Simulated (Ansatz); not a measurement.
Mulliken charges of CH4FGaOS, SMILES `C[S][Ga]([OH])[F]` from B3LYP/def2-TZVPP in Ansatz (PBE0-D4/def2-TZVP geometry).

```tsv
atom	x (Å)	y (Å)	z (Å)	charge (e)
C1	1.411	0.222	0.897	-0.277
S2	0.676	1.450	-0.234	-0.170
Ga3	-1.048	0.333	-0.912	0.658
O4	-1.392	-1.314	-0.345	-0.411
F5	-2.189	1.008	-2.057	-0.383
H6	0.734	-0.018	1.714	0.135
H7	2.308	0.690	1.301	0.126
H8	1.689	-0.687	0.369	0.135
H9	-2.190	-1.682	-0.733	0.188
```

Q: By hand: the dipole of these point charges (1 e Å = 4.8032 D).

A: Σ q r = (0.421, -0.259, 0.428) e Å, of length 0.654 e Å = 3.14 D.

Q: How does the dipole of the full density compare? (Best estimate.)

A: Ansatz gave: (0.228, -0.269, 0.295) e Å, 2.21 D; the point charges give 1.42 times that, at 14° from its direction.

Point charges leave out the atoms' own dipoles, such as those of lone pairs, and Mulliken's split depends on the basis, so the two needn't agree.

B3LYP here is the variant with VWN-RPA as its local correlation; programs differ in this.
